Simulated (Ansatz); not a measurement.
Basis-set extrapolation for Cl₃H₃OSi₂, SMILES `Cl[SiH2]O[SiH](Cl)Cl` (PBE0-D4/def2-TZVP geometry, frozen core, Ansatz). Multiplicity 1, RHF reference.

```csv
,def2-TZVPP,def2-QZVPP
HF,-2033.348213,-2033.409277
MP2 correlation,-1.028956,-1.127063
CCSD(T) correlation,-1.140223,not run
```

Energies in hartree. Use E(X) = E(∞) + A·exp(−7.88·√X) for Hartree–Fock and E(X) = E(∞) + B·X^(−2.97) for correlation, with X = 3 and 4, and add CCSD(T) minus MP2 of the smaller set to the MP2 limit.

Question: What is the CCSD(T) energy at the basis-set limit?

Answer: HF limit: -2033.409277 + (-0.061064) × 0.13774 = -2033.41769. MP2 limit: -1.127063 + (-0.098107) × 0.74074 = -1.19973. Higher-order term: -1.140223 − (-1.028956) = -0.11127. Total: -2034.72869 hartree, 630.8 kJ/mol below CCSD(T)/def2-TZVPP.
